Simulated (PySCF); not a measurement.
**Adding and removing an electron: Pb2**

UHF-CCSD(T); PySCF, scalar-relativistic core potentials, basis sets Pb def2-SVP with ECP60. Neutral (UHF): triplet (π ↑↑), Re = 2.936 Å, ωe = 133 cm⁻¹, De = 1.74 eV.

Pb₂⁺ (UHF): quartet (σ ↑, π ↑↑), Re = 2.970 Å, ωe = 115 cm⁻¹, De = 2.21 eV to Pb⁺ + Pb. The energies at the minima are -383.86657 hartree for Pb2 and -383.63264 for Pb₂⁺.

Task: Work out the adiabatic ionisation energy, without and with harmonic zero-point energies (1 hartree = 27.2114 eV, 1 eV = 8065.5 cm⁻¹), and the change of the bond length.

Result: At UHF-CCSD(T): 0.23393 hartree = 6.366 eV between the minima; the zero-point term (115.0 − 133.0)/2 cm⁻¹ = -0.001 eV makes it 6.364 eV. Re changes by +3.4 pm against the neutral. The electron leaves a σ orbital, and the longer bond of the ion fits a bonding orbital, or a change in how ionic the bond is.

Correlated steps freeze 8 core orbitals. Correlated levels converge slowly with the basis: in double zeta they bind strong bonds too weakly, by up to about 1 eV, and carry superposition errors of some tenths. Spin–orbit coupling is left out, which matters for elements this heavy, above all for dissociation energies. States were picked by a PBE0 search and need not be the measured ground states.
